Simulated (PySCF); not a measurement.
## Telling isomers of C5H10N2OSi apart by NMR

Calculated, not measured (PySCF 2.14): geometry: GFN2-xTB, GIAO PBE0/pcSseg-1 shieldings. One computed conformer, isolated molecule, rapidly exchanging positions averaged, no relativistic terms.

Chemical shifts δ = σref − σ; ¹H, ¹³C against TMS, all at this level. Where no couplings were computed, multiplicities follow the n + 1 count of equivalent neighbours, and m marks all less simple cases (inequivalent or close neighbours, rings, F or P nearby). Shifts are as computed. Against solution values, carbons near 30 ppm lie about +3 ppm off and those near 130 ppm about +5 ppm. Of 1309 compounds with measured shifts, 239 miss one by over three times the rms of a fit or turn the order of signals round; such compounds aren't used in these exercises. OH and NH positions are gas-phase values without hydrogen bonding to other molecules.

(1) Tabulate the signals of `C=N/C=N\[SiH2]C(=C)OC`, `N[SiH](N)Cc1ccco1`, `CO/C(C#N)=C/[Si@@H](C)N`, `CN[SiH2]/C=C(/C#N)OC` and their relative energies.

(2) What is the quickest way to tell C=N/C=N\[SiH2]C(=C)OC from CO/C(C#N)=C/[Si@@H](C)N?

(3) What is the quickest way to tell C=N/C=N\[SiH2]C(=C)OC from N[SiH](N)Cc1ccco1?

(4) What is the quickest way to tell N[SiH](N)Cc1ccco1 from CO/C(C#N)=C/[Si@@H](C)N?

Answers

(1) 
```tsv
SMILES	carbon types	δC	δH	E rel. (kcal/mol)
C=N/C=N\[SiH2]C(=C)OC	1×C 1×CH 2×CH2 1×CH3	173.4, 164.1, 152.2, 98.2, 55.8	8.93 (s, 1H), 7.52 (d, 1H), 7.31 (d, 1H), 4.97 (s, 2H), 4.71 (m, 1H), 4.56 (m, 1H), 3.73 (s, 3H)	74.7
N[SiH](N)Cc1ccco1	1×C 3×CH 1×CH2	158.8, 145.1, 118.2, 111.9, 25.0	7.38 (m, 1H), 6.56 (m, 1H), 6.18 (m, 1H), 5.01 (t, 1H), 2.14 (d, 2H), 0.34 (br s, 4H)	0.0
CO/C(C#N)=C/[Si@@H](C)N	2×C 1×CH 2×CH3	148.3, 129.5, 120.3, 58.1, -2.6	6.09 (d, 1H), 5.47 (m, 1H), 3.97 (s, 3H), 0.69 (br s, 2H), 0.17 (d, 3H)	39.0
CN[SiH2]/C=C(/C#N)OC	2×C 1×CH 2×CH3	148.7, 128.5, 118.4, 58.6, 32.6	5.97 (t, 1H), 5.12 (d, 2H), 3.98 (s, 3H), 2.82 (s, 3H), -0.43 (br s, 1H)	56.8
```

Energies are electronic energies at PBE0/pcSseg-1 on these geometries, without zero-point or thermal terms, each for the one conformer computed, which needn't be the lowest.

(2) Both give the same number of carbon signals, but DEPT or the intensities differ. The first has a C=N carbon (CH2) at 152.2 ppm, the second a methyl carbon bonded to Si (CH3) at -2.6 ppm. Their most deshielded carbons lie at 173.4 and 148.3 ppm. In the proton spectra the most deshielded non-exchanging signals are 8.93 (s, 1H) and 6.09 (d, 1H).

(3) Both give the same number of carbon signals, but DEPT or the intensities differ. The first has a C=N carbon (CH2) at 152.2 ppm, the second an sp3 CH2 bonded to Si, on an aromatic ring at 25.0 ppm. Their most deshielded carbons lie at 173.4 and 158.8 ppm. In the proton spectra the most deshielded non-exchanging signals are 8.93 (s, 1H) and 7.38 (m, 1H).

(4) Both give the same number of carbon signals, but DEPT or the intensities differ. The first has an sp3 CH2 bonded to Si, on an aromatic ring at 25.0 ppm, the second a methyl carbon bonded to O (CH3) at 58.1 ppm. Their most deshielded carbons lie at 158.8 and 148.3 ppm. In the proton spectra the most deshielded non-exchanging signals are 7.38 (m, 1H) and 6.09 (d, 1H).
